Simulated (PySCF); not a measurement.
## Dipole response of Hg (mercury, neutral)

[Xe] 4f14 5d10 6s2, closed-shell 1S. All numbers are calculated (PySCF 2.14, a scalar-relativistic core potential, in aug-cc-pVTZ-PP with one added diffuse shell each of s, p, d, f, g type with ECP60MDF (7s7p6d4f3g, 113 functions)). Coupled (time-dependent) response in atomic units; α is the mean over directions.

```csv
method,mean α (bohr³),C₆ (like pair),S(−4)
wB97X-V,38.62,380.4,534.4
M06,38.45,368.5,565.0
```

S(−4) is the Cauchy moment in α(ω) = α(0) + S(−4) ω² + …

Reference α: 33.91 ± 0.34 bohr³ (recommended; Schwerdtfeger and Nagle, table of static dipole polarizabilities (2023 update)). Published C₆: 268.0 (Gould and Bucko (2016)).

α(iu) at wB97X-V:

| u (hartree) | α(iu) (bohr³) |
| --- | --- |
| 0 | 38.62 |
| 0.0500 | 37.35 |
| 0.100 | 34.11 |
| 0.200 | 26.18 |
| 0.300 | 19.91 |
| 0.500 | 12.75 |
| 0.750 | 8.526 |
| 1.00 | 6.283 |
| 1.50 | 3.937 |
| 2.00 | 2.728 |
| 3.00 | 1.535 |
| 5.00 | 0.6745 |

A single London oscillator, α(iu) = α/(1 + u²/ω²), gives C₆ = (3/4) ω α². Matching the computed C₆ needs ω = 4 × 380.4 / (3 × 38.62²) = 0.340 hartree.

Energies and moments cover only the electrons outside the core potential. Spin-orbit coupling, which splits the p, d and f shells strongly at this Z, is absent.
